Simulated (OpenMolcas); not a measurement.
# Ba I: effect of the active space

```yaml
Program: OpenMolcas 26.06
Method: CASSCF
Basis: ANO-RCC
Scalar_Hamiltonian: DKH2, point nucleus
Spin-orbit_coupling: state interaction with AMFI integrals over the reference wave functions, term energies averaged over their components
```

A. 2 electrons in 8 orbitals (6s 6p 7s 7p); 2S+1 = 3 even, 1 root; 2S+1 = 1 even, 7 roots; 2S+1 = 3 odd, 3 roots; 2S+1 = 1 odd, 3 roots; cost about 2.4 core-minutes
B. 2 electrons in 9 orbitals (5d 6s 6p); 2S+1 = 3 even, 18 roots; 2S+1 = 1 even, 21 roots; 2S+1 = 3 odd, 18 roots; 2S+1 = 1 odd, 18 roots; cost of the order of 70 core-seconds

Energies in cm⁻¹ above 6s² ¹S₀, the measured ground level; measured values from NIST Handbook of Basic Atomic Spectroscopic Data.

| Level | A | B | Measured |
| --- | --- | --- | --- |
| 6s² ¹S₀ | 0.0 | 0.0 | 0.0 |
| 6s 6p ³P°₀ | 10931 | 11427 | 12266 |
| 6s 6p ³P°₁ | 11208 | 11609 | 12637 |
| 6s 6p ³P°₂ | 11768 | 11988 | 13515 |
| 6s 6p ¹P°₁ | 22422 | 19223 | 18060 |

Deviations, from unrounded energies. A percentage is the sum of absolute deviations over the sum of measured energies, with the sign that they share, or ± where signs differ.

| Against measurement | Levels | A | B |
| --- | --- | --- | --- |
| mean absolute deviation (cm-1) | 4 | 2200 | 1100 |
| other configurations (%) | 4 | ±15.7 | ±8.1 |

B lies closest to measurement on these levels. The largest miss of B in the table is 6s 6p ³P°₂, by -1500 cm-1. The ranking rests on the paired levels alone, and a cruder setting can come out closer through cancelling errors.

Between A and B the level of the table that moves most is 6s 6p ¹P°₁, by 3200 cm-1 (lowest in B, highest in A).

The run also gave levels led by 6s 7s, which use shells meant for correlation; these and all levels above them are left out (holds for A). Measured partners are found by configuration, term and J. A level has none where our copy of the source lacks it or the pairing is in doubt (some pairs that miss far off the trend of their configuration count as doubtful), and it then counts in no deviation. Only configurations of the active space appear. The table leaves out levels that lie high or whose names do not pair safely across all columns.

° marks odd parity.
